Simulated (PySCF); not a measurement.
Coordinates in bohr (charge 0 multiplicity 1):
```
Ge    0.0000    0.0000    0.0000
S     3.8115    0.0000    0.0000
S    -3.8115    0.0000    0.0000
```

Level of theory: PBE in PySCF with Ge def2-TZVP, S def2-TZVP; no relativity; density-fitted integrals.

This geometry of GeS2 is a stationary point at this level.

(1) What is the point group?

(2) Is it a minimum?

(3) Give the atomic charges and bond orders.

(4) Give the ideal-gas entropy at 298.15 K and 1 bar by parts.

Results:

(1) D∞h.

(2) Yes: all harmonic wavenumbers are real.

(3) 
```tsv
atom	Mulliken	Löwdin	polar tensor	Mayer order to Ge1
Ge1	0.51	-0.13	0.78	–
S2,3	-0.25	0.06	-0.39	2.03
```

(4) translation 170.3, rotation 69.7, vibration 30.4, spin 0.0; total 270.3 J/(mol K).
